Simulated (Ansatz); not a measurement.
`C[SiH](F)[SeH]` + H₂O → `O[SiH](F)[SeH]` + CH₄ at 298.15 K and 1 bar (formal hydrolysis of the Si–C bond).

Isolated molecules relaxed with PBE0-D4/def2-TZVP in Ansatz; ΔE leaves out vibrations. CCSD(T)/CBS adds triple-zeta CCSD(T) − MP2 to the extrapolated MP2 energy (def2 sets, frozen cores). This one scheme is used for every species. For Se outer-core shells are correlated without core-valence functions, which leaves a few kJ/mol of doubt a bond. Scalar relativity is left out up to krypton. Each species was taken in one conformer, which may not be the lowest.

```tsv
species	CCSD(T)/CBS energy (Eh)	H − E (kJ/mol)	S (J/(mol·K))
`C[SiH](F)[SeH]`	-2830.74610	169.6	343.5
H₂O	-76.37941	66.4	188.7
`O[SiH](F)[SeH]`	-2866.70409	109.8	331.7
CH₄	-40.46206	127.4	186.2
```

H − E and S are ideal-gas, rigid-rotor, harmonic terms from PBE0-D4/def2-TZVP, for one conformer and one mirror image of each species. 1 Eh = 2625.50 kJ/mol, R = 8.31446 J/(mol·K).

Q: By hand: ΔE, ΔH, ΔS and ΔG.

A: ΔE = (-2866.70409) + (-40.46206) − (-2830.74610) − (-76.37941) = -0.04064 Eh = -106.7 kJ/mol. Δ(H − E) = 109.8 + 127.4 − 169.6 − 66.4 = 1.2, so ΔH = -105.5 kJ/mol. ΔS = 331.7 + 186.2 − 343.5 − 188.7 = -14.3 J/(mol·K). ΔG = -105.5 − 298.15 × (-14.3)/1000 = -101.2 kJ/mol.

Q: By hand: the equilibrium constant, and the temperature at which ΔG would vanish if ΔH and ΔS stayed fixed.

A: log₁₀ K = −ΔG/(RT ln 10) = 17.7. ΔG = 0 at ΔH/ΔS = 7378 K, far beyond where these terms or the molecules hold.

The number of gas molecules stays the same, so ΔS is small and ΔH decides. A doubt of 5 kJ/mol in ΔE shifts log₁₀ K by 0.9 here. Other conformers and mirror images would add mixing entropy, several J/(mol·K) or more a flexible species. These are equilibria of isolated gas molecules and say nothing of rates. Largest T1 diagnostic: 0.011 (customary marks: 0.02 for closed shells, 0.045 for open ones).
